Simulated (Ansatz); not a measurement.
`Cc1ccc(C)[nH]1` + `B[Si](O)(O)F` → `B[Si](O)(F)OC` + `Cc1ccc[nH]1`  (substitution at a C–C bond)

Isolated molecules relaxed with PBE0-D4/def2-TZVP in Ansatz; ΔE leaves out vibrations. CCSD(T)/CBS adds triple-zeta CCSD(T) − MP2 to the extrapolated MP2 energy (def2 sets, frozen cores). DFT in def2-TZVPP. B3LYP here is the variant with VWN-RPA as its local correlation; programs differ in this. One conformer a species, not always the lowest.

`Cc1ccc(C)[nH]1`:

```xyz
16

C    -1.903   -0.512    1.605
C    -0.618   -0.339    0.884
C     0.665   -0.674    1.232
C     1.519   -0.281    0.168
C     0.739    0.286   -0.806
C     1.092    0.867   -2.125
N    -0.553    0.242   -0.354
H    -2.611   -1.131    1.044
H    -1.724   -1.002    2.563
H    -2.393    0.446    1.810
H     0.956   -1.153    2.155
H     2.591   -0.399    0.118
H     0.821    1.926   -2.195
H     2.167    0.791   -2.285
H     0.597    0.345   -2.951
H    -1.346    0.588   -0.863
```

`B[Si](O)(O)F`:

```xyz
9

B    -0.252    1.615    0.045
Si   -0.139   -0.384   -0.055
O     1.058   -1.063    0.836
O     0.087   -0.882   -1.586
F    -1.536   -0.929    0.516
H    -0.441    2.295   -0.918
H    -0.145    2.169    1.100
H     0.978   -1.038    1.791
H     0.390   -1.782   -1.727
```

`B[Si](O)(F)OC`:

Cartesian coordinates in Å:
```
B 1.452 -1.340 0.579
Si -0.427 -0.696 0.307
O -1.378 -1.155 1.545
F -0.917 -1.369 -1.066
O -0.612 0.918 0.150
C -0.098 1.688 -0.915
H 2.383 -0.751 0.115
H 1.685 -2.337 1.193
H -2.197 -0.674 1.678
H 0.983 1.548 -1.027
H -0.584 1.428 -1.860
H -0.289 2.740 -0.698
```

`Cc1ccc[nH]1`:

```xyz
13

C    -1.075    1.442   -0.682
C    -0.288    0.325   -0.102
C    -0.459   -0.394    1.056
C     0.582   -1.353    1.132
C     1.362   -1.192    0.018
N     0.824   -0.175   -0.718
H    -1.913    1.681   -0.027
H    -1.485    1.188   -1.665
H    -0.476    2.351   -0.798
H    -1.254   -0.242    1.770
H     0.742   -2.077    1.915
H     2.247   -1.714   -0.308
H     1.192    0.160   -1.590
```

**Question.** Is it downhill or uphill in electronic energy at CCSD(T)/CBS, and by how much? (Best estimate.)

**Answer.** The calculation gave: Uphill: ΔE = +16.4 kcal/mol.

**Question.** What do these levels give: r2SCAN-D4, B3LYP-D4, B2PLYP, r2SCAN, PBE0, HF/def2-QZVPP? (An estimate is asked.)

**Answer.** Ansatz gave: r2SCAN-D4 16.1, B3LYP-D4 14.9, B2PLYP 15.5, r2SCAN 16.1, PBE0 16.4, HF/def2-QZVPP 13.6 kcal/mol.

Largest T1 diagnostic among the species: 0.012.

In def2-TZVPP, CCSD(T) changes the Hartree–Fock value by +2.3 kcal/mol (the triples alone add +0.2 kcal/mol) and MP2 by +4.0 kcal/mol.
